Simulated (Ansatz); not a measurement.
Born–Oppenheimer molecular dynamics of AlCl$_{2}$H$_{4}$Si (8 atoms, charge 0, multiplicity 2). It starts at the highest image of a converged band. Of that band: A vibrational analysis at the climbing image gives 2 clearly imaginary modes (163i, 53i cm⁻¹): a point of higher order. A lower path may pass nearby, or the ends, which weren't checked, may share the extra mode.

Method: UKS PBE0-D4/6-31G* in Ansatz.

* ensemble: NVE (velocity Verlet)
* time step: 0.5 fs
* steps asked: 200
* starting velocities drawn for: 300 K
* seed: 4332

First frame:

```xyz
8
Properties=species:S:1:pos:R:3
Al 0.000 0.000 -0.115
H 0.002 0.000 1.539
Cl 1.800 0.000 -1.197
Cl -1.801 0.000 -1.193
Si 0.001 0.000 3.727
H -0.766 -1.192 4.185
H 1.415 -0.067 4.191
H -0.650 1.259 4.184
```

**Question.** How far do the bonds stretch over the last three quarters of this one trajectory? (Pairs bonded in most of those frames.)

**Answer.** 
| bond | mean (Å) | spread (Å) | shortest | longest |
| --- | --- | --- | --- | --- |
| Al1–H2 | 1.614 | 0.034 | 1.55 | 1.70 |
| Al1–Cl3 | 2.089 | 0.022 | 2.05 | 2.14 |
| Al1–Cl4 | 2.102 | 0.037 | 2.04 | 2.16 |
| Si5–H6 | 1.496 | 0.048 | 1.42 | 1.56 |
| Si5–H7 | 1.492 | 0.014 | 1.47 | 1.52 |
| Si5–H8 | 1.496 | 0.033 | 1.44 | 1.55 |

Mean temperature of the second half: 210 K. The conserved energy stayed within 0.11 meV per atom of its start (net change 0.059 meV per atom), so the integration is sound. A run of 0.1 ps of so small a system gives no equilibrium averages.

Run time: 12 min on 2 threads of Intel(R) Xeon(R) Platinum 8375C CPU @ 2.90GHz (Ice Lake), on a shared host, peak memory 0.28 GiB.
